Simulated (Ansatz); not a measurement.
Species: CHO, net charge 1, singlet state. SMILES: [OH+][C]
Geometry from a B3LYP-D3(BJ)/def2-TZVP (Ansatz, a quantum-chemistry and plane-wave program) optimisation:
```
O
C 1 1.1538
H 1 0.9970 2 180.00
```
Charge +1, spin multiplicity 1.

Quantity: vertical triplet-singlet gap, E(triplet) - E(singlet), in eV. Set-up: no spin-orbit coupling; each state is the SCF solution reached for its charge and spin; six Cartesian d functions in 6-31G* and its kin unless marked 5d; no dispersion term unless named; non-relativistic; 6-311+G** with 5d; open shells spin-unrestricted. Ab initio and DFT rows: single points at B3LYP-D3(BJ) geometries (Ansatz). Levels can end on unlike triplets.

```csv
level,program,"vertical triplet-singlet gap, E(triplet) - E(singlet) (eV)"
B3LYP/STO-3G,Ansatz,5.34
B3LYP/3-21G,Ansatz,5.15
B3LYP/6-31G*,Ansatz,5.18
B3LYP/6-311+G**,Ansatz,5.09
B3LYP/def2-TZVPD,Ansatz,5.09
```

No value to compare with is used here. The 4 habitual levels span 5.09 (B3LYP/6-311+G**) to 5.34 eV (B3LYP/STO-3G); B3LYP/def2-TZVPD gives 5.09.

The sets are all those run for this method; left out are runs that failed, that the program found above a lower state of the same kind, or whose <S^2> lies over 0.5 above the pure value.
